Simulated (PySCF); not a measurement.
## S⁺: ionisation energy

S⁺ [Ne] 3s2 3p3 (4S) → S²⁺ [Ne] 3s2 3p2 (3P), as a difference of total energies. All numbers are calculated (PySCF 2.14, the spin-free X2C one-electron Hamiltonian (Gaussian nucleus), in ANO-RCC-VTZP). Correlated levels: valence: [Ne] frozen. The calculations carry no spin-orbit coupling.

```json
{"method": "UHF", "ionisation energy (eV)": "22.723", "plus first-order spin-orbit estimate": "22.661", "error of that sum (eV)": "-0.677"}
{"method": "MP2 (valence)", "ionisation energy (eV)": "23.335", "plus first-order spin-orbit estimate": "23.272", "error of that sum (eV)": "-0.066"}
{"method": "SCS-MP2 (valence)", "ionisation energy (eV)": "23.148", "plus first-order spin-orbit estimate": "23.086", "error of that sum (eV)": "-0.252"}
{"method": "CCSD (valence)", "ionisation energy (eV)": "23.271", "plus first-order spin-orbit estimate": "23.209", "error of that sum (eV)": "-0.129"}
{"method": "CCSD(T) (valence)", "ionisation energy (eV)": "23.309", "plus first-order spin-orbit estimate": "23.247", "error of that sum (eV)": "-0.091"}
{"method": "CCSDT (valence)", "ionisation energy (eV)": "23.313", "plus first-order spin-orbit estimate": "23.250", "error of that sum (eV)": "-0.088"}
```

Reference: 23.338 eV (measured; NIST Atomic Spectra Database, ionization energies).

A first-order spin-orbit estimate (lowest level to lowest level, LS coupling) adds -0.062 eV.

Errors of the correlated levels include the incompleteness of this basis and the frozen core.
